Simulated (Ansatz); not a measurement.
Total energies of Ba4S4 from Ansatz at r2SCAN-D4/def2-TZVP, gas phase (1 Eh = 27.2114 eV = 2625.5 kJ/mol). The reference geometry is relaxed at r2SCAN-D4/def2-SVP.

```xyz
8

Ba   -1.723   -1.922   -0.204
Ba   -1.178    2.125    0.894
Ba    1.880   -0.698    1.638
Ba    1.021    0.494   -2.327
S    -1.000   -0.483    2.277
S     1.686    1.879    0.200
S    -1.840    0.682   -1.602
S     1.153   -2.079   -0.875
```

```
                 state                       geometry  energy (Eh)
      charge 0 singlet                      reference  -1695.30991
      charge 1 doublet                      reference  -1695.08346
     charge -1 doublet                      reference  -1695.31783
      charge 0 triplet  relaxed at r2SCAN-D4/def2-SVP  -1695.20090
      charge 0 quintet  relaxed at r2SCAN-D4/def2-SVP  -1695.08766
free Ba atom (singlet)                              –    -25.44890
 free S atom (triplet)                              –   -398.08366
```

In the def2 sets Ba takes a core potential; there is no spin–orbit coupling.

Problem. Work out the vertical ionisation energy to the doublet.

Solution. E(charge 1 doublet) − E(charge 0 singlet) = -1695.08346 − (-1695.30991) = 0.22645 Eh = 6.16 eV. For comparison, −ε of the highest occupied level is 4.29 eV at this level, 1.87 eV less.

Problem. Work out the vertical electron affinity, to the doublet.

Solution. E(charge 0 singlet) − E(charge -1 doublet) = -1695.30991 − (-1695.31783) = 0.00792 Eh = 0.22 eV. The basis lacks diffuse functions, which makes affinities too small.

Problem. Give the fundamental gap IE − EA, the Mulliken electronegativity (IE + EA)/2 and the hardness (IE − EA)/2.

Solution. From the values in Eh: IE − EA = 0.22645 − 0.00792 = 0.21853 Eh = 5.95 eV; (IE + EA)/2 = 3.19 eV; (IE − EA)/2 = 2.97 eV. The HOMO–LUMO gap of the same run is 3.50 eV, 2.45 eV smaller than the fundamental gap.

Problem. Which of the charge 0 states is lowest, and how far above it are the others?

Solution. The singlet. triplet: -1695.20090 − (-1695.30991) = 0.10901 Eh = 286.2 kJ/mol; quintet: -1695.08766 − (-1695.30991) = 0.22225 Eh = 583.5 kJ/mol. The triplet differs in its bonds from the reference. The quintet differs in its bonds from the reference.

Problem. What is the binding energy per atom against free atoms?

Solution. Atoms: 4 × (-25.44890) + 4 × (-398.08366) = -1694.13024 Eh. Binding: -1694.13024 − (-1695.30991) = 1.17967 Eh = 32.10 eV, or 4.01 eV for each of 8 atoms (no zero-point energy, no counterpoise term).

At r2SCAN-D4/def2-TZVP the gap within one spin of the charge 1 doublet nearly closes, so an electron or hole may be smeared out by delocalisation error. At r2SCAN-D4/def2-TZVP the highest occupied level of the charge -1 doublet lies above zero (up to 0.57 eV). By energy differences its removal costs 0.22 eV (vertical, to the charge 0 singlet, at r2SCAN-D4/def2-TZVP); self-interaction error and the lack of diffuse functions both raise the level.  

The structure comes from a short search, and lower isomers may exist.
